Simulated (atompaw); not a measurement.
## Reading a pseudo-wave (zirconium (Zr))

Columns: radius, all-electron u(r) and pseudo u(r) of the 5s shell (level -4.59 eV) of zirconium in the configuration [Ar] 3d10 4s2 4p6 4d2 5s2 5p0; LDA (PW92), scalar-relativistic, PAW (atompaw) scheme, atompaw 4.2.0.5.

```
r (bohr)  all-electron   pseudo
   0.074       -0.0745  -0.0551
   0.148       -0.0769  -0.1087
   0.222        0.0621  -0.1595
   0.295        0.1556  -0.2056
   0.369        0.1649  -0.2469
   0.443        0.1101  -0.2819
   0.517        0.0239  -0.3096
   0.591       -0.0681  -0.3293
   0.665       -0.1498  -0.3406
   0.738       -0.2123  -0.3433
   0.812       -0.2542  -0.3373
   0.886       -0.2748  -0.3229
   0.960       -0.2761  -0.3004
   1.034       -0.2611  -0.2705
   1.108       -0.2329  -0.2341
   1.182       -0.1946  -0.1919
   1.255       -0.1497  -0.1460
   1.329       -0.0993  -0.0959
   1.403       -0.0461  -0.0437
   1.477        0.0082   0.0097
   1.551        0.0625   0.0633
   1.625        0.1155   0.1158
   1.698        0.1659   0.1660
   1.772        0.2145   0.2145
   1.846        0.2602   0.2602
   1.920        0.3028   0.3028
```

(1) How many radial nodes do the two functions have?

(2) Is the pseudo-wave norm-conserving?

## Answers

(1) The all-electron 5s function has n − l − 1 = 4 (the table is too coarse to show those close to the nucleus); the pseudo-wave has 1, since 1 lower shell of the same l stays in the valence.

(2) No, it belongs to a PAW set: the norm inside the radius is not constrained, and the difference is carried by the augmentation charge.
